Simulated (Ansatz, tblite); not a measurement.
Forces on cyclo-(H2GeSe)2 (Ge2H4Se2) at its PBE-D4/def2-SVP geometry. The state is a singlet with charge 0.

The xTB rows come from tblite.

GFN1-xTB (tblite), largest force 1.32 eV/Å:

```xyz
8
positions Å, forces eV/Å
Ge    0.273   -1.513   -0.248   -0.022    0.115    0.020
H    -0.534   -2.682    0.382    0.688    0.773   -0.541
H     1.398   -2.070   -1.165   -0.881    0.274    0.715
Se   -1.146    0.024   -1.411    0.834   -0.017    1.024
Ge   -0.273    1.512    0.248    0.020   -0.116   -0.018
H     0.541    2.674   -0.388   -0.693   -0.765    0.545
H    -1.395    2.081    1.162    0.879   -0.285   -0.714
Se    1.136   -0.027    1.418   -0.824    0.020   -1.032
```

GFN2-xTB (tblite), largest force 0.30 eV/Å:

```
Ge -0.006 0.025 0.005
H 0.204 0.159 -0.161
H -0.236 0.019 0.191
Se 0.099 -0.002 0.119
Ge 0.003 -0.026 -0.003
H -0.205 -0.156 0.162
H 0.236 -0.022 -0.191
Se -0.096 0.003 -0.122
```

r2SCAN-D4/def2-TZVP (Ansatz), largest force 0.43 eV/Å:

```
Ge -0.005 0.024 0.004
H 0.148 0.229 -0.115
H -0.211 0.114 0.172
Se 0.270 -0.006 0.331
Ge 0.004 -0.025 -0.004
H -0.149 -0.227 0.116
H 0.210 -0.117 -0.172
Se -0.266 0.007 -0.334
```
